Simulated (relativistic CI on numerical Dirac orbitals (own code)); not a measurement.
# Radial parameters of Ho17+

Method of calculation: Dirac-Coulomb-Breit CI, KLI orbitals optimised for each configuration, QED by a radiative potential, unscaled Slater integrals (own radial code, finite nucleus).

Slater integrals F^k, G^k are unscaled and averaged over j, outside the closed core [Ar] 3d10 4p6 4d10; ζ comes from projecting the Hamiltonian with its Breit term on Σ l·s of the shell.

- 4s²4f⁴: F^2(4f,4f) = 175130, F^4(4f,4f) = 112840, F^6(4f,4f) = 82085, ζ(4f) = 3212.7 cm⁻¹; <r>(4f) = 0.5824, <r^2>(4f) = 0.3956 (bohr units).
- 4s²4f³5s: F^2(4f,4f) = 177800, F^4(4f,4f) = 114660, F^6(4f,4f) = 83442, ζ(4f) = 3341.5, G^3(4f,5s) = 30837 cm⁻¹; <r>(4f) = 0.5749, <r^2>(4f) = 0.3854, <r>(5s) = 1, <r^2>(5s) = 1.113 (bohr units).
- 4s²4f²5s²: F^2(4f,4f) = 180850, F^4(4f,4f) = 116750, F^6(4f,4f) = 85008, ζ(4f) = 3472.5 cm⁻¹; <r>(4f) = 0.5667, <r^2>(4f) = 0.374 (bohr units).

Averages of the first 10 configurations, taken without configuration mixing, which lowers the lowest level and can move excited configurations by several eV; other configurations of the list can lie among them:

```json
{"Configuration": "4s²4f⁴", "Parity": "even", "States": "1001", "Average energy above the lowest level (eV)": "10.5"}
{"Configuration": "4s²4f³5s", "Parity": "odd", "States": "728", "Average energy above the lowest level (eV)": "30.8"}
{"Configuration": "4s²4f²5s²", "Parity": "even", "States": "91", "Average energy above the lowest level (eV)": "58.2"}
{"Configuration": "4s²4f²5s5p", "Parity": "odd", "States": "1092", "Average energy above the lowest level (eV)": "94.9"}
{"Configuration": "4s²4f³5p", "Parity": "even", "States": "2184", "Average energy above the lowest level (eV)": "69.7"}
{"Configuration": "4s²4f²5p²", "Parity": "even", "States": "1365", "Average energy above the lowest level (eV)": "136.1"}
{"Configuration": "4s²4f²5s5d", "Parity": "even", "States": "1820", "Average energy above the lowest level (eV)": "152.0"}
{"Configuration": "4s²4f³5d", "Parity": "odd", "States": "3640", "Average energy above the lowest level (eV)": "124.7"}
{"Configuration": "4s²4f²5p5d", "Parity": "odd", "States": "5460", "Average energy above the lowest level (eV)": "191.3"}
{"Configuration": "4s²4f²5d²", "Parity": "even", "States": "4095", "Average energy above the lowest level (eV)": "247.9"}
```
